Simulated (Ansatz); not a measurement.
Two members of one family (Series CoX2), computed with Ansatz in the gas phase. The two geometries come from different levels. HOMO and LUMO are taken over both spins. Binding counts from free atoms in the multiplicity of their measured ground term, without zero-point energy. Names give formal oxidation states. The structures are stationary points that may keep the symmetry of their start. Remarks come from the PBE and PBE0 runs and from stability tests at other levels; not every state was tested.

First: CoBr2 (quartet, charge 0, PBE0-D4/def2-TZVP geometry).

```xyz
3

Co    0.000   -0.001    0.000
Br   -1.687   -1.364    0.523
Br    1.686    1.364   -0.523
```

```json
{"level": "r2SCAN-D4/def2-TZVP", "HOMO (eV)": "-7.07", "LUMO (eV)": "-5.41", "gap (eV)": "1.66", "binding per atom (eV)": "2.48"}
{"level": "PBE0-D4/def2-TZVP", "HOMO (eV)": "-8.62", "LUMO (eV)": "-4.02", "gap (eV)": "4.60", "binding per atom (eV)": "2.38"}
{"level": "BHLYP-D4/def2-TZVP", "HOMO (eV)": "-9.68", "LUMO (eV)": "-1.75", "gap (eV)": "7.93", "binding per atom (eV)": "2.35"}
{"level": "LC-ωPBE/def2-TZVP", "HOMO (eV)": "-11.31", "LUMO (eV)": "-2.17", "gap (eV)": "9.14", "binding per atom (eV)": "2.25"}
{"level": "ωB97X-V/def2-TZVP", "HOMO (eV)": "-10.93", "LUMO (eV)": "-1.97", "gap (eV)": "8.97", "binding per atom (eV)": "2.38"}
```

Metal–donor distances: 2 × Br 2.23 Å. Remarks: spin-contaminated (⟨S²⟩ up to 1.76) (doublet).

Second: Co(SH)2 (quartet, charge 0, r2SCAN-D4/def2-TZVP geometry).

```
atom   x (Å)   y (Å)   z (Å)
 Co1   0.002   0.001  -0.002
  S2  -0.864   1.414  -1.386
  H3  -1.979   0.703  -1.651
  S4   0.862  -1.413   1.387
  H5   1.978  -0.705   1.653
```

Task: Estimate how these quantities change from the first to the second (second minus first).

Result: 
```csv
level,Δ HOMO (eV),Δ LUMO (eV),Δ gap (eV),Δ binding per atom (eV)
r2SCAN-D4/def2-TZVP,0.85,0.88,0.03,0.34
PBE0-D4/def2-TZVP,1.41,0.56,-0.86,0.36
BHLYP-D4/def2-TZVP,1.47,-0.33,-1.80,0.32
LC-ωPBE/def2-TZVP,1.48,0.76,-0.72,0.42
ωB97X-V/def2-TZVP,1.43,0.50,-0.93,0.40
```

Metal–donor distances: 2 × S 2.16 Å. Remarks: spin-contaminated (⟨S²⟩ up to 1.76) (doublet).
